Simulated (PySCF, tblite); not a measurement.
**Question.** Write Cartesian coordinates for `FC1=C[C@H](Cl)C=C1` as optimised with GFN2-xTB.

**Answer.** 
```xyz
11
C5H4ClF angstrom
F     -1.9897    1.5960   -0.6133
C     -0.9775    0.7768   -0.3242
C     -1.0672   -0.5152    0.0097
C      0.3222   -1.0216    0.2228
Cl     0.5502   -1.6507    1.8873
C      1.1802    0.1820   -0.0216
C      0.4072    1.2214   -0.3502
H     -1.9481   -1.1144    0.1240
H      0.5716   -1.8513   -0.4431
H      2.2485    0.1565    0.0737
H      0.7082    2.2231   -0.5910
```

Any rigid rotation of these coordinates is as good. Atoms count from 1 in this order. The 5-membered ring C2–C3–C4–C6–C7 has internal angles of 103.7° to 111.3°; it is planar, 0.00 Å rms from its mean plane, widest ring torsion 1°. The C–C distances run from 1.336 Å (C6=C7, drawn double) to 1.498 Å (C4–C6, drawn single), a spread of 0.162 Å.

Bonds between heavy atoms (Å): F1–C2 1.334, C2=C3 1.337, C3–C4 1.494, C4–Cl5 1.794, C4–C6 1.498, C6=C7 1.336, C2–C7 1.455.

The geometry is computed with GFN2-xTB (gas phase).

Point group: C1 (no symmetry element, even within 0.4 Å). Its GFN2-xTB frequencies are all real (lowest 96 cm⁻¹).
